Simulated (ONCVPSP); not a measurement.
## Potentials for hafnium (Hf) compared

Generated with ld1.x 7.5 (TM, RRKJ, ultrasoft, PAW), atompaw 4.2 or ONCVPSP 4.0.1. The cutoff is in Ry: for ld1.x and atompaw files where the sum of valence levels is converged to 10 mRy in a Bessel basis, for ONCV files where the hardest occupied wave has 1 mHa per electron of residual kinetic energy. The error is the largest all-electron minus pseudo excitation energy over each file’s own four to seven test configurations (ionisations up to +4, promotions, holes and added fractions of an electron), all of which were solved. The labels leave out finer settings (local radius, basis sizes, second energies), which also bear on the numbers. Spin-polarised tests are not counted. The rows are a selection from randomly drawn settings: files with unsolved tests, undetermined cutoffs or missed reference levels are left out.

A true bound ghost makes a file unfit for plane-wave use even where its test errors are small: the radial tests pick states by their node count and pass the ghost by.

| potential | cutoff (Ry) | largest error (meV) | bound ghosts |
| --- | --- | --- | --- |
| ONCV, PBE, scalar-relativistic, rc 2.15/2.20/2.45 (spd), local smoothed, core correction yes, reference 5s2 5p6 5d2 6s1, qcut 6.3/6.2/5.3, projectors 3/3/2 | 23 | -208 | none |
| ONCV, PBEsol, scalar-relativistic, rc 3.05/3.94/1.90 (spd), local smoothed, core correction no, reference 5d2 6s1.75, qcut 1.9/2.8/4.4, projectors 1/1/2 | 25 | -16 | s, p |
| ONCV, LDA (Perdew-Wang 92), scalar-relativistic, rc 1.80/1.40/1.95 (spd), local smoothed, core correction no, reference 5s2 5p6 5d3 6s1, qcut 7.9/5.4/5, projectors 2/2/1 | 126 | +2.9 | s |
| ONCV, PBE, fully relativistic, rc 2.15/1.70/1.90 (spd), local smoothed, core correction yes, reference 5s2 5p6 5d2 6s1, qcut 4.7/6.3/5.7, projectors 2/2/2 | 31 | -109 | none |
| ONCV, PBE, scalar-relativistic, rc 1.90/2.50/2.65 (spd), local smoothed, core correction no, reference 5s2 5p6 5d2 6s1.75 6p0.25, qcut 7/5.2/7.2, projectors 2/2/2 | 32 | -175 | none |

Question: Fill in the row for Hf: ONCV, PBE, non-relativistic, rc 2.20/1.70/1.70 (spd), local d, core correction no, reference 5s2 5p6 5d2 6s2, qcut 7.1/6.7/5.6, projectors 3/2/0.

Answer: cutoff 32 Ry, largest error -79 meV, bound ghosts: none.
